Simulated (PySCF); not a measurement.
## Electron correlation in As⁺ (arsenic, charge +1)

[Ar] 3d10 4s2 4p2, high-spin 3P determinant. Calculation: PySCF 2.14, in aug-cc-pVDZ-DK; the spin-free X2C one-electron Hamiltonian (Gaussian nucleus). Frozen: [Ar] 3d10; 4 electrons correlated.

MP2 pair energies summed by pair of shells (mhartree):

```tsv
pair	energy	share (%)
4s-4p	-25.59	59.8
4s-4s	-12.84	30.0
4p-4p	-4.33	10.1
```

Total MP2 correlation energy: -42.76 mhartree.

Same-spin part -7.13 and opposite-spin part -35.63 mhartree; SCS-MP2 scales them by 1/3 and 6/5 to -45.13 mhartree.

| level | correlation energy (mhartree) |
| --- | --- |
| CCSD | -59.12 |
| (T) | -0.72 |
| CCSD(T) | -59.84 |

Diagnostics: T1 = 0.0069, D1 = 0.0191, largest double amplitude 0.093.

Question: Is a single reference adequate?

Answer: Mostly. T1 lies below 0.03, but a double amplitude of this size points to a near-degeneracy that CCSD handles and MP2 describes poorly.
